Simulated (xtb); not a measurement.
Harmonic IR lines of one isomer of H₁₀OSi₄, unscaled. Calculation: GFN2-xTB run with xtb.

wavenumber (cm⁻¹): 310 (w), 395 (vw), 403 (w), 592 (m), 614 (s), 699 (m), 764 (vs), 797 (m), 816 (w), 822 (m), 829 (m), 858 (m), 865 (m), 2012 (m), 2145 (m), 2189 (w), 2207 (s), 2213 (m), 2221 (s), 2232 (s)

**Question.** Name which structure gives these lines.
A. `O[SiH2][SiH]([SiH3])[SiH3]`
B. `O[Si]([SiH3])([SiH3])[SiH3]`
C. `O[Si@@H]([SiH3])[SiH2][SiH3]`

**Answer.** A, `O[SiH2][SiH]([SiH3])[SiH3]`
